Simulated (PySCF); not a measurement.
# F(3+) (fluorine, charge +3) across methods

[He] 2s2 2p2, high-spin 3P determinant. Calculation: PySCF 2.14, in aug-cc-pCVTZ-DK with one added diffuse shell each of s, p, d, f type (8s7p5d3f, 75 functions); scalar relativity by spin-free X2C-1e.

```csv
method,E (hartree),mean ε 2s α (eV),mean ε 2s β (eV),mean ε 2p α (eV),Σ⟨r²⟩ (bohr²),⟨S²⟩
UHF,-95.40553,-108.37,-96.280,-88.060,3.562,2.003
TPSSh,-95.6015,-95.483,-89.137,-76.854,3.567,2.002
PBE,-95.4964,-93.054,-87.821,-75.032,3.579,2.001
PBE0,-95.5130,-97.092,-90.362,-78.457,3.570,2.001
B3LYP,-95.5857,-96.241,-90.041,-77.939,3.575,2.001
LDA,-94.9155,-92.671,-87.548,-74.881,3.595,2.001
wB97X-V,-95.5842,-99.308,-93.277,-80.679,3.576,2.001
HSE06,-95.5214,-96.630,-89.936,-78.035,3.571,2.001
```

(1) Estimate the same row for r2SCAN.

Answers

(1) E (hartree) = -95.5573; mean ε 2s α (eV) = -94.775; mean ε 2s β (eV) = -88.169; mean ε 2p α (eV) = -76.378; Σ⟨r²⟩ (bohr²) = 3.564; ⟨S²⟩ = 2.002.
